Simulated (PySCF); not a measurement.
H₄P, SMILES [PH4+], charge +1.

Geometry optimised at B3LYP-D3(BJ)/def2-TZVPD. The isomer is the one that the SMILES or the coordinates give; other isomers of the formula were not compared.

These are B3LYP-D3(BJ)/def2-TZVPD run with PySCF values and carry that method's errors.

Frequencies are harmonic and unscaled.

Modes within 1.5 cm⁻¹ of each other (mostly degenerate sets) share a row, with their intensities summed.

Computed harmonic wavenumbers and intensities:
```
mode  ν (cm⁻¹)  IR (km/mol)  moving atoms (share of kinetic energy)
----  --------  -----------  --------------------------------------
1–3        993         25.1                                  H 93 %
4–5       1136          0.0                                 H 100 %
6         2498          0.0                                 H 100 %
7–9       2550         95.2                                  H 96 %
```
